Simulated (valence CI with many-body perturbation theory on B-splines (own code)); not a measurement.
**Ge¹⁰⁺ in brief**

Level of theory: configuration interaction combined with many-body perturbation theory (CI+MBPT): four valence electrons over a frozen Dirac-Fock core [Ar], a basis of 7 s, 7 p, 8 d, 6 f, 4 g, 1 h functions for each j, with the one-electron correlation potential Σ1, the two-electron term Σ2, the three-electron term Σ3, Breit, model QED; selected CI, second order for the rest, scaled by the run's own slope (own B-spline code, finite nucleus).

No measured spectrum was set against this ion. As an estimate, terms of the open shell hold to 2 to 4 % of their energy, and close levels can change places. Only levels of the ground parity were solved; by the run's estimate the other parity begins above the list, which can be wrong where configurations are misplaced.

Rates and lifetimes use the calculated energies. Strong lines usually hold to 10 to 20 %, long lifetimes can be off by a factor of two.

**Question.** What is the ground level?

**Answer.** 3d4 5D_0, composition 98 % 3d4 5D + 2 % 3d4 3P.

**Question.** How is the term 5D of the ground level split?

**Answer.** J = 0 at 0.0, J = 1 at 884, J = 2 at 2373, J = 3 at 4266, J = 4 at 6423 cm⁻¹.

**Question.** What is the ionisation energy?

**Answer.** 286.87 eV; NIST lists 286 ± 3 eV (theoretical).

**Question.** How well does LS coupling describe the low levels?

**Answer.** Among the lowest 20 levels the leading LS term, summed over configurations, holds 91 % on average. For single configurations the figures are 91 % in LS and 56 % in jj coupling. Terms mix most in the J = 3 level at 48367 cm⁻¹, where the leading one holds 71 %.
